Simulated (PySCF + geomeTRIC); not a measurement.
Species: [In(H)3(S(CH3)2)] (charge 0, multiplicity 1).

Task: Give a relaxed geometry from PySCF + geomeTRIC with PBE0-D4/def2-SVP.

Result: This is not unique; one that fits is the end point of this relaxation, one of several conformers.
Z-matrix (Å, degrees):
```
S
C 1 1.8046
H 2 1.0984 1 106.89
H 2 1.0993 3 109.28 1 119.09
H 2 1.0997 3 109.23 4 121.27
C 1 1.8046 2 100.57 3 -176.52
H 6 1.0984 1 106.89 2 176.48
H 6 1.0993 7 109.28 1 -119.10
H 6 1.0997 7 109.23 8 -121.25
In 1 2.7530 2 99.26 3 -75.25
H 10 1.7381 1 97.73 2 67.99
H 10 1.7382 11 120.77 1 -103.69
H 10 1.7510 11 118.26 12 -160.87
```
